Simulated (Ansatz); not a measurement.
Consider the redistribution: `CB(F)[SeH]` + `[CH3][AlH][CH2]F` → `CB(C)[SeH]` + `F[CH2][AlH][F]`.

Program: Ansatz. Geometries: PBE0-D4/def2-TZVP. ΔE: electronic, gas phase. CBS: MP2 limit from def2 TZ/QZ plus the TZ coupled-cluster correction, frozen cores. Functionals use def2-TZVPP. B3LYP here is the variant with VWN-RPA as its local correlation; programs differ in this. HSE06 is defined as in plane-wave codes. For Se outer-core shells are correlated without core-valence functions, which leaves a few kJ/mol of doubt a bond. Scalar relativity is left out up to krypton. One conformer a species, not always the lowest.

Question: Is it downhill or uphill in electronic energy at CCSD(T)/CBS, and by how much? (An estimate is asked.)

Answer: Computed: Downhill: ΔE = -0.67 eV.

Question: What do these levels give: revPBE-D4, r2SCAN-D4, B97M-V, B3LYP-D4, HSE06-D4, revPBE, BLYP, r2SCAN0, CCSD/def2-SVP, CCSD(T)/def2-SVP, CCSD/def2-TZVPP, CCSD/CBS(def2)? (An estimate is asked.)

Answer: Ansatz gave: revPBE-D4 -0.60, r2SCAN-D4 -0.59, B97M-V -0.59, B3LYP-D4 -0.61, HSE06-D4 -0.57, revPBE -0.54, BLYP -0.56, r2SCAN0 -0.59, CCSD/def2-SVP -0.56, CCSD(T)/def2-SVP -0.55, CCSD/def2-TZVPP -0.64, CCSD/CBS(def2) -0.67 eV.

Largest T1 diagnostic among the species: 0.012.

The D4 term adds −0.04 eV with B3LYP and −0.02 eV with PBE0; it sums over pairs of atoms, weighted by their polarisabilities, and B3LYP, whose exchange is more repulsive, gets the larger term. At CCSD(T), def2-SVP lies +0.12 eV from the extrapolated value and def2-TZVPP +0.04 eV.
